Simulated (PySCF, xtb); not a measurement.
Zn(F)(OMe) (CH₃FOZn), SMILES C[O][Zn][F].

GFN2-xTB (xtb) at its own geometry gives an orbital gap of 2.78 eV and a dipole moment of 4.61 D.

Geometry: B3LYP-D3(BJ)/def2-SVP. Other conformers were not sampled.

Task: What does ωB97X/def2-TZVPD run with PySCF give? (An estimate is asked for; the answer gives what the named calculation found.)

Result: gap 10.76 eV (levels -10.32 and 0.44 eV), dipole 1.89 D.
